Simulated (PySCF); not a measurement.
Computed with TPSSh-D3(BJ)/def2-TZVP // B3LYP-D3(BJ)/def2-TZVP (PySCF). Isolated molecules, 0 K electronic values unless said otherwise. Delta-SCF ions had no search for a lower state. Excitations are Tamm–Dancoff values on a coarser integration grid. The basis has no diffuse functions, so Rydberg states are missing or too high.

Reference species (SMILES): `CC(F)=C1C=C1` (neutral, multiplicity 1).

The HOMO is -5.03 eV and the dipole moment is 2.93 D. The vertical ionisation energy (Delta-SCF) comes out as 7.67 eV and the S1–T1 gap (TDA) is 0.95 eV.

After one change: the HOMO decreases by 1.17 eV; the dipole moment falls by 1.70 D; the vertical ionisation energy (Delta-SCF) increases by 1.08 eV; the S1–T1 gap (TDA) rises by 1.21 eV.

Q: What was changed between the two runs? The new species is one of these.
(A) `C#CC1(F)CC1`
(B) `CC1=CC(F)=C1`
(C) `FC1=CC=CC1`
(D) `C#C/C=C(\C)F`

A: D, `C#C/C=C(\C)F`
